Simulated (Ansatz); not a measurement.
`C[O][In]([Cl])[Cl]`. The species carries charge 0 and has multiplicity 1. In: def2 effective core potential. The geometry is a stationary point of PBE0-D4/def2-TZVP. It is one conformer, not always the lowest.

```xyz
8

C    -0.085    1.232    0.632
O     0.003   -0.150    0.904
In    0.087   -1.483   -0.527
Cl    0.215   -0.735   -2.707
Cl    0.101   -3.719   -0.030
H     0.522    1.767    1.370
H    -1.120    1.578    0.724
H     0.277    1.509   -0.365
```

Problem. What is the dipole moment at r2SCAN/def2-TZVPP? (Best estimate.)

Solution. Ansatz gave: 1.52 D, with components (-0.15, 1.46, 0.40) D in this frame, pointing from negative to positive charge.

Problem. And with PBE, B3LYP, ωB97M-V? (Best estimate.)

Solution. Computed: PBE 1.51 D, B3LYP 1.45 D, ωB97M-V 1.35 D.

Problem. Give the Mulliken charges with r2SCAN, B3LYP, ωB97M-V in def2-TZVPP. (An estimate is asked.)

Solution. The calculation gave: 
| atom | r2SCAN | B3LYP | ωB97M-V |
| --- | --- | --- | --- |
| C1 | 0.03 | -0.10 | -0.16 |
| O2 | -0.48 | -0.48 | -0.48 |
| In3 | 0.97 | 0.96 | 0.92 |
| Cl4 | -0.35 | -0.34 | -0.32 |
| Cl5 | -0.34 | -0.33 | -0.30 |
| H6 | 0.06 | 0.10 | 0.12 |
| H7 | 0.05 | 0.10 | 0.11 |
| H8 | 0.06 | 0.09 | 0.10 |

B3LYP here is the variant with VWN-RPA as its local correlation; programs differ in this.
